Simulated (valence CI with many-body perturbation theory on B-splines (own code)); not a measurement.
Forbidden lines of Tl⁸⁺

Level of theory: configuration interaction combined with many-body perturbation theory (CI+MBPT): five valence electrons over a frozen Dirac-Fock core [Xe] 4f14, a basis of 7 s, 7 p, 8 d, 6 f, 4 g, 1 h functions for each j, with the one-electron correlation potential Σ1, the two-electron term Σ2, the three-electron term Σ3, Breit, model QED; selected CI, second order for the rest, scaled by the run's own slope (own B-spline code, finite nucleus).

No measured spectrum was set against this ion. As an estimate, terms of the open shell hold to 2 to 4 % of their energy, and close levels can change places; different configurations can be misplaced against each other by 1,000 to 8,000 cm⁻¹. Core correlation moves these levels by up to 16000 cm⁻¹, and in measured spectra 5 to 20 % of such shifts remained as error; rates that hang on mixing are uncertain with them. Among the levels kept, up to 1000 cm⁻¹ of a level comes from second order outside the variational space, and about a tenth of that is noise between levels of different J, which matters for small intervals. Only levels of the ground parity were solved; by the run's estimate the other parity begins above the list, which can be wrong where configurations are misplaced.

Lines 1 to 50 of 120 in falling wavelength, among levels below 276810 cm⁻¹, chosen from the decays that carry over 1 % of a level's rate. Wavelengths and rates use the calculated energies, so an error of 2000 cm⁻¹ moves a line at 15000 Å by 30 % and its rate by three times that or more. Electric multipoles are in the length gauge, E1 and E2 with the static RPA response of the core. Weak lines are less certain than strong ones. Lines between different terms over intervals too small for the method are left out, as are lines whose strength nearly cancels. Branching is blank where the lifetime is uncertain.

Levels are named by their leading jj configuration (3d3/2^4 stands for four electrons in 3d with j = 3/2), which in mixed levels can hold well under half, so a name can repeat and another be missing. Letters in brackets count levels of one name in rising energy.

| λ vac (Å) | Upper | Lower | Type | A (s⁻¹) | Branch % |
| --- | --- | --- | --- | --- | --- |
| 40170 | (5d3/2^3 5d5/2^2) J=11/2 | (5d3/2^3 5d5/2^2) J=7/2 [a] | E2 | 4.30e-08 |  |
| 39720 | (5d3/2^3 5d5/2^2) J=9/2 | (5d3/2^3 5d5/2^2) J=11/2 | M1 | 3.02e-01 | 10.0 |
| 19970 | (5d3/2^3 5d5/2^2) J=9/2 | (5d3/2^3 5d5/2^2) J=7/2 [a] | M1 | 2.68e+00 | 88.7 |
| 16810 | (5d3/2^2 5d5/2^3) J=13/2 | (5d3/2^2 5d5/2^3) J=11/2 | M1 | 1.65e+00 | 6.1 |
| 15000 | (5d3/2^3 5d5/2^2) J=1/2 | (5d3/2^3 5d5/2^2) J=3/2 [a] | M1 | 1.24e+01 | 99.7 |
| 14250 | (5d3/2^3 5d5/2^2) J=3/2 [b] | (5d3/2^3 5d5/2^2) J=5/2 [b] | M1 | 2.23e+00 | 2.3 |
| 11830 | (5d3/2^2 5d5/2^3) J=7/2 [b] | (5d3/2^2 5d5/2^3) J=5/2 [a] | M1 | 3.23e+00 | 3.3 |
| 11270 | (5d3/2^3 5d5/2^2) J=7/2 [b] | (5d3/2^3 5d5/2^2) J=9/2 | M1 | 1.72e+00 | 2.9 |
| 11270 | (5d3/2^3 5d5/2^2) J=7/2 [b] | (5d3/2^3 5d5/2^2) J=5/2 [a] | M1 | 1.20e+01 | 20.3 |
| 9485 | (5d3/2^2 5d5/2^3) J=3/2 [a] | (5d3/2^3 5d5/2^2) J=5/2 [b] | M1 | 1.52e+01 | 2.6 |
| 9169 | (5d3/2^2 5d5/2^3) J=9/2 [a] | (5d3/2^3 5d5/2^2) J=7/2 [b] | M1 | 1.35e+01 | 11.4 |
| 8872 | (5d3/2^3 5d5/2^2) J=7/2 [a] | (5d3/2^4 5d5/2) J=5/2 [b] | M1 | 2.69e+01 | 41.8 |
| 8505 | (5d3/2^2 5d5/2^3) J=9/2 [b] | (5d3/2^2 5d5/2^3) J=9/2 [a] | M1 | 1.05e+01 | 2.4 |
| 8348 | (5d3/2^2 5d5/2^3) J=5/2 [b] | (5d3/2^2 5d5/2^3) J=3/2 [a] | M1 | 6.40e+00 | 1.5 |
| 7959 | (5d3/2^3 5d5/2^2) J=3/2 [a] | (5d3/2^4 5d5/2) J=5/2 [b] | M1 | 1.73e+01 | 5.8 |
| 7508 | (5d3/2^2 5d5/2^3) J=7/2 [b] | (5d3/2^2 5d5/2^3) J=9/2 [a] | M1 | 3.09e+00 | 3.1 |
| 7277 | (5d3/2 5d5/2^4) J=7/2 [a] | (5d3/2^2 5d5/2^3) J=5/2 [b] | M1 | 1.61e+01 | 2.6 |
| 7205 | (5d3/2^3 5d5/2^2) J=7/2 [b] | (5d3/2^3 5d5/2^2) J=7/2 [a] | M1 | 2.34e+01 | 39.6 |
| 6870 | (5d3/2^2 5d5/2^3) J=9/2 [c] | (5d3/2^2 5d5/2^3) J=7/2 [b] | M1 | 1.07e+01 | 4.8 |
| 6509 | (5d3/2^3 5d5/2^2) J=3/2 [b] | (5d3/2^3 5d5/2^2) J=1/2 | M1 | 4.47e+00 | 4.7 |
| 6449 | (5d3/2^2 5d5/2^3) J=5/2 [b] | (5d3/2^3 5d5/2^2) J=3/2 [b] | M1 | 3.47e+01 | 8.1 |
| 6355 | (5d3/2^2 5d5/2^3) J=1/2 [a] | (5d3/2^3 5d5/2^2) J=1/2 | M1 | 1.07e+02 | 50.0 |
| 6341 | (5d3/2^2 5d5/2^3) J=5/2 [a] | (5d3/2^3 5d5/2^2) J=7/2 [b] | M1 | 1.79e+01 | 5.5 |
| 6339 | (5d3/2^2 5d5/2^3) J=7/2 [a] | (5d3/2^3 5d5/2^2) J=9/2 | M1 | 4.59e+01 | 37.1 |
| 6338 | (5d3/2^2 5d5/2^3) J=7/2 [a] | (5d3/2^3 5d5/2^2) J=5/2 [a] | M1 | 1.94e+01 | 15.7 |
| 6240 | (5d3/2 5d5/2^4) J=7/2 [a] | (5d3/2^2 5d5/2^3) J=9/2 [b] | M1 | 2.43e+01 | 3.9 |
| 6204 | (5d3/2^2 5d5/2^3) J=9/2 [c] | (5d3/2^2 5d5/2^3) J=9/2 [b] | M1 | 5.56e+01 | 25.1 |
| 6144 | (5d3/2^3 5d5/2^2) J=5/2 [a] | (5d3/2^4 5d5/2) J=5/2 [b] | M1 | 1.25e+02 | 76.1 |
| 6132 | (5d3/2^3 5d5/2^2) J=5/2 [b] | (5d3/2^3 5d5/2^2) J=7/2 [a] | M1 | 4.56e+01 | 12.3 |
| 6011 | (5d3/2^2 5d5/2^3) J=11/2 | (5d3/2^3 5d5/2^2) J=9/2 | M1 | 2.07e+01 | 16.3 |
| 5998 | (5d3/2^2 5d5/2^3) J=3/2 [b] | (5d3/2^2 5d5/2^3) J=3/2 [a] | M1 | 3.52e+01 | 18.6 |
| 5773 | (5d3/2^2 5d5/2^3) J=7/2 [b] | (5d3/2^2 5d5/2^3) J=7/2 [a] | M1 | 2.92e+01 | 29.7 |
| 5658 | (5d3/2 5d5/2^4) J=5/2 [a] | (5d3/2^2 5d5/2^3) J=3/2 [a] | M1 | 4.94e+01 | 5.6 |
| 5542 | (5d3/2^2 5d5/2^3) J=5/2 [b] | (5d3/2^2 5d5/2^3) J=7/2 [a] | M1 | 5.13e+01 | 12.0 |
| 5459 | (5d3/2^3 5d5/2^2) J=3/2 [b] | (5d3/2^3 5d5/2^2) J=5/2 [a] | M1 | 1.68e+01 | 17.5 |
| 5293 | (5d3/2^2 5d5/2^3) J=3/2 [a] | (5d3/2^3 5d5/2^2) J=1/2 | M1 | 1.41e+01 | 2.4 |
| 5224 | (5d3/2 5d5/2^4) J=11/2 | (5d3/2^2 5d5/2^3) J=9/2 [b] | M1 | 2.94e+01 | 4.8 |
| 5221 | (5d3/2^2 5d5/2^3) J=11/2 | (5d3/2^3 5d5/2^2) J=11/2 | M1 | 1.06e+02 | 83.7 |
| 5107 | (5d3/2^4 5d5/2) J=5/2 [b] | (5d3/2^4 5d5/2) J=5/2 [a] | M1 | 1.40e+02 | 100.0 |
| 5044 | (5d3/2^2 5d5/2^3) J=3/2 [b] | (5d3/2^2 5d5/2^3) J=1/2 [a] | M1 | 4.85e+00 | 2.6 |
| 5006 | (5d3/2^2 5d5/2^3) J=1/2 [b] | (5d3/2^2 5d5/2^3) J=3/2 [a] | M1 | 3.28e+01 | 7.9 |
| 4812 | (5d3/2^2 5d5/2^3) J=7/2 [a] | (5d3/2^3 5d5/2^2) J=7/2 [a] | M1 | 3.34e+01 | 27.0 |
| 4578 | (5d3/2^2 5d5/2^3) J=3/2 [a] | (5d3/2^3 5d5/2^2) J=5/2 [a] | M1 | 1.75e+01 | 3.0 |
| 4539 | (5d3/2^3 5d5/2^2) J=3/2 [b] | (5d3/2^3 5d5/2^2) J=3/2 [a] | M1 | 4.86e+00 | 5.1 |
| 4485 | (5d3/2^2 5d5/2^3) J=9/2 [a] | (5d3/2^3 5d5/2^2) J=11/2 | M1 | 4.46e+01 | 37.6 |
| 4464 | (5d3/2^2 5d5/2^3) J=1/2 [a] | (5d3/2^3 5d5/2^2) J=3/2 [a] | M1 | 1.07e+02 | 49.8 |
| 4440 | (5d3/2^2 5d5/2^3) J=5/2 [b] | (5d3/2^3 5d5/2^2) J=5/2 [b] | M1 | 4.70e+01 | 11.1 |
| 4412 | (5d3/2^2 5d5/2^3) J=9/2 [b] | (5d3/2^3 5d5/2^2) J=7/2 [b] | M1 | 2.57e+01 | 5.9 |
| 4363 | (5d3/2 5d5/2^4) J=7/2 [a] | (5d3/2^2 5d5/2^3) J=5/2 [a] | M1 | 9.45e+01 | 15.1 |
| 4255 | (5d3/2^2 5d5/2^3) J=1/2 [b] | (5d3/2^3 5d5/2^2) J=3/2 [b] | M1 | 8.63e+00 | 2.1 |
